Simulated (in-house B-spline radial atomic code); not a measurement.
**RPA and G0W0 on Hartree-Fock: Lu III (Lu2+)**

Configuration [Xe] 4f14 6s1, highest spin, mean-field start Hartree-Fock. Computed with an all-electron radial atomic-structure program (B-spline basis): all electrons, scalar-relativistic (spin-free one-electron X2C), finite nucleus, each spin shell either full or empty, empty states to l = 9 with an (l + 1/2)⁻⁴ tail; G0W0 by contour deformation at full frequency.

Without the two-electron picture change, the correlation of inner shells comes somewhat too large for so heavy an element.

RPA overbinds a lone outer s electron by self-correlation, and G0W0 tends to as well.

Command:
```bash
python run_gw.py task.json out
```
Settings (radii: box in bohr, nucleus in fm):
```
Z                        71
electrons                69
configuration            [Xe] 4f14 6s1
hamiltonian              x2c
method                   hf
lmax                     9
rms_radius               5.37
spin_polarised           True
box_radius               17.55
intervals                68
ion_configuration        [Xe] 4f14
```

Run time, properties included: 8.8 s on 1 thread of AMD EPYC 7R13 Processor, with other jobs on the host.

Energies (hartree):

```json
{"term": "mean-field total", "value": "-14557.78729"}
{"term": "Hartree-Fock functional on these orbitals", "value": "-14557.78729"}
{"term": "direct second order", "value": "-6.9157"}
{"term": "second-order exchange", "value": "1.7202"}
{"term": "SOSEX correction", "value": "1.601"}
```

Task: What is the RPA correlation energy, and what remains with SOSEX?

Result: RPA gives -5.9486 hartree (-2.35 eV per electron); RPA + SOSEX gives -4.3476, and the second-order doubles (MP2) -5.1956 hartree. SOSEX takes back 27 % of the RPA value.

Quasi-particle levels (eV):

```tsv
level	occupied	mean field	Σx - vxc	Σc	QP weight	G0W0
6s up	yes	-20.009	0.00	?	?	?
4f down	yes	-39.55	0.00	3.51	0.930	-36.04
4f up	yes	-39.57	0.00	3.50	0.929	-36.07
5p down	yes	-55.84	0.00	-0.37	0.946	-56.22
6s down	no	-12.451	0.00	-1.32	0.963	-13.776
```

G0W0 = mean field + (Σx - vxc) + Σc, with Σc (partial-wave tail included) taken at the quasi-particle energy. Only the outer levels were computed.

Task: Where does G0W0 put 6s up?

Result: At -21.147 eV, with Σc = -1.14 eV and a quasi-particle weight of 0.972. The tabulated removal energy is 20.959 ± 0.0012 eV (NIST, measured); the calculation leaves out spin-orbit coupling, Breit and QED terms, and what these don't explain is the method's own error.

Task: What does it cost to remove one electron (to [Xe] 4f14) by differences of total energies, each species on its own start (correlation terms add to the Hartree-Fock functional)?

Result: Hartree-Fock functional 19.960 eV, + RPA 21.027 eV, + RPA + SOSEX 20.657 eV, + second order 21.163 eV. Tabulated: 20.959 ± 0.0012 eV (NIST, measured); the calculation leaves out spin-orbit coupling, Breit and QED terms, and what these don't explain is the method's own error.
